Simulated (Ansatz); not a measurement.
## Relative stability

Two relaxed structures of CH$_{2}$BSe, doublet (PBE0-D4/def2-TZVP; forces vanish, vibrations not checked).

A:

```
5
angstrom
B -0.6926 -0.0750 0.5441
C 0.0577 -0.5213 -0.5184
Se 1.3165 0.3302 0.7473
H 0.3893 -0.9683 -1.4361
H 1.3969 1.7284 0.2336
```

B:

| atom | x (Å) | y (Å) | z (Å) |
| --- | --- | --- | --- |
| B1 | -1.1530 | -0.7287 | -0.1984 |
| C2 | 0.0479 | -0.1668 | 0.0454 |
| Se3 | 1.6979 | 0.3158 | 0.4349 |
| H4 | -2.2083 | -1.1903 | -0.4187 |
| H5 | 1.6155 | 1.7699 | 0.1368 |

Program: Ansatz 0.2.0. Basis: def2-TZVPP. Cores are frozen in the correlated methods; orbitals are unrestricted. Filled d shells of the heavier atoms are correlated. The def2 sets are not built for correlating such inner shells, so the correlated values are less sure here. B3LYP uses VWN-RPA correlation.

Problem. Which structure is lower at CCSD(T), and by how much? (Judge from chemistry; the value comes from the calculation.)

Solution. By the calculation: B, by 13.57 kcal/mol (electronic energy, against the other). By their contacts, A is CH₂BSe ([B]1[CH][SeH]1) and B is CH₂BSe ([BH][C][SeH]).

All methods give the same order:

```json
{"method": "PBE-D4", "E(B) − E(A) (kcal/mol)": "-14.03"}
{"method": "r2SCAN-D4", "E(B) − E(A) (kcal/mol)": "-13.33"}
{"method": "PBE0-D4", "E(B) − E(A) (kcal/mol)": "-13.08"}
{"method": "B3LYP-D4", "E(B) − E(A) (kcal/mol)": "-18.73"}
{"method": "wB97M-V", "E(B) − E(A) (kcal/mol)": "-16.76"}
{"method": "HF", "E(B) − E(A) (kcal/mol)": "-16.68"}
{"method": "MP2", "E(B) − E(A) (kcal/mol)": "-11.85"}
{"method": "CCSD", "E(B) − E(A) (kcal/mol)": "-14.67"}
{"method": "CCSD(T)", "E(B) − E(A) (kcal/mol)": "-13.57"}
```

T1 diagnostic: at most 0.023. ⟨S²⟩ of the unrestricted Hartree–Fock references: 0.76 to 0.84 (a pure state has 0.75). The unrestricted reference is spin-contaminated, which hurts MP2 most.

Labels in which every atom is bracketed show which atoms are joined, not bond orders.

For scale, one of the runs: CCSD(T)/def2-TZVPP, 138 basis functions, launched by `ansatz run in.yaml --threads 2 --pin off --events-out ev --progress --plain --max-ram 4352MiB`. Time: 95 s of wall clock on 2 CPU threads of an Arm Neoverse V1; the host was shared. Peak host memory: 1.8 GiB.
